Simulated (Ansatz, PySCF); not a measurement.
Reaction R1 → P1, each structure at its B3LYP-D3(BJ)/def2-TZVP stationary point, reached from a drawn start; harmonic modes at that level show minima.
R1, H2OSi (SMILES O=[SiH2]) (charge 0, multiplicity 1):
```xyz
4

Si    -0.00710     0.03335     0.00606
O     -0.31867     1.49654     0.27213
H      1.31978    -0.46759    -0.41958
H     -0.99401    -1.06230     0.14138
```
P1, H2OSi (SMILES O[SiH]) (charge 0, multiplicity 1):
```xyz
4

Si    -0.28591     0.86636    -0.09886
O      0.50443    -0.58795     0.07366
H     -1.68427     0.24867    -0.06244
H      1.46565    -0.52707     0.08754
```

P less R. No zero-point or thermal terms.

Cores are frozen in the correlated methods. CBS: X⁻³ extrapolation of the correlation energy, Hartree–Fock from the larger set.

Run with Ansatz (a program for electronic structure); PySCF for the D3/D4 terms. Each number belongs to the level named beside it.

```
level                                  reaction energy (kcal/mol)
-------------------------------------  --------------------------
HF/cc-pV(T+d)Z                                              -5.27
PBE/def2-TZVPP                                              -0.28
PBE-D4/def2-TZVPP                                           -0.25
BLYP/def2-TZVPP                                              0.80
r2SCAN-D3(BJ)/def2-TZVPP                                     1.70
PBE0-D4/def2-TZVPP                                          -2.26
MP2/cc-pV(D+d)Z                                                 …
MP2/CBS(cc-pV(T+d)Z, cc-pV(Q+d)Z)                               …
CCSD(T)/CBS(cc-pV(T+d)Z, cc-pV(Q+d)Z)                           …
```

**Question.** What belongs in the gaps?

**Answer.** 
- MP2/cc-pV(D+d)Z, reaction energy (kcal/mol): 2.30
- MP2/CBS(cc-pV(T+d)Z, cc-pV(Q+d)Z), reaction energy (kcal/mol): 3.52
- CCSD(T)/CBS(cc-pV(T+d)Z, cc-pV(Q+d)Z), reaction energy (kcal/mol): -0.77
